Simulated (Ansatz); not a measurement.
Consider the substitution at a C–Si bond: `C=C[SiH](C)O` + `NC[SiH2]N` → `CN[SiH2]CN` + `C=C[SiH2]O`.

Isolated molecules relaxed with PBE0-D4/def2-TZVP in Ansatz; ΔE leaves out vibrations. CBS: MP2 limit from def2 TZ/QZ plus the TZ coupled-cluster correction, frozen cores. One conformer a species, not always the lowest.

`C=C[SiH](C)O`:

```xyz
13

C    -1.435    1.740    0.114
C    -0.185    1.300    0.000
Si    0.243   -0.396   -0.639
C     1.461   -1.209    0.516
O    -1.128   -1.297   -0.835
H    -1.673    2.729    0.497
H    -2.281    1.126   -0.184
H     0.621    1.968    0.305
H     0.829   -0.302   -2.002
H     2.375   -0.613    0.589
H     1.736   -2.204    0.157
H     1.049   -1.309    1.524
H    -1.612   -1.534   -0.043
```

`NC[SiH2]N`:

Cartesian coordinates in Å:
```
N -1.499 0.096 0.707
C -0.775 -0.743 -0.250
Si 1.048 -0.295 -0.168
N 1.146 1.378 -0.541
H -2.500 -0.042 0.633
H -1.240 -0.144 1.656
H -1.118 -0.495 -1.259
H -0.925 -1.826 -0.120
H 1.856 -1.069 -1.150
H 1.543 -0.675 1.196
H 0.432 1.961 -0.128
H 2.032 1.855 -0.576
```

`CN[SiH2]CN`:

Cartesian coordinates in Å:
```
C 0.766 -1.919 0.052
N 0.536 -0.811 0.956
Si 0.736 0.843 0.527
C -0.824 1.543 -0.261
N -1.334 0.555 -1.210
H 1.773 -2.347 0.145
H 0.042 -2.724 0.212
H 0.648 -1.581 -0.979
H 0.607 -1.058 1.929
H 1.853 0.996 -0.449
H 1.048 1.591 1.779
H -0.542 2.451 -0.806
H -1.547 1.850 0.512
H -2.156 0.895 -1.692
H -1.604 -0.286 -0.715
```

`C=C[SiH2]O`:

Cartesian coordinates in Å:
```
C -1.064 -1.247 -0.065
C 0.201 -0.911 -0.306
Si 0.826 0.832 -0.160
O -0.327 1.833 0.461
H -1.803 -0.503 0.221
H -1.420 -2.270 -0.148
H 0.897 -1.698 -0.596
H 2.051 0.830 0.691
H 1.167 1.388 -1.493
H -0.528 1.746 1.394
```

```json
{"species": "`C=C[SiH](C)O`", "CCSD(T)/CBS(def2) energy (Eh)": "-483.27044"}
{"species": "`NC[SiH2]N`", "CCSD(T)/CBS(def2) energy (Eh)": "-441.37230"}
{"species": "`CN[SiH2]CN`", "CCSD(T)/CBS(def2) energy (Eh)": "-480.61668"}
{"species": "`C=C[SiH2]O`", "CCSD(T)/CBS(def2) energy (Eh)": "-443.99110"}
```

Question: Work out ΔE.

Answer: ΔE = (-480.61668) + (-443.99110) − (-483.27044) − (-441.37230) = 0.03496 Eh = +0.95 eV.

Largest T1 diagnostic among the species: 0.011.

In def2-TZVPP, CCSD(T) changes the Hartree–Fock value by +0.07 eV (the triples alone add +0.01 eV) and MP2 by +0.11 eV.
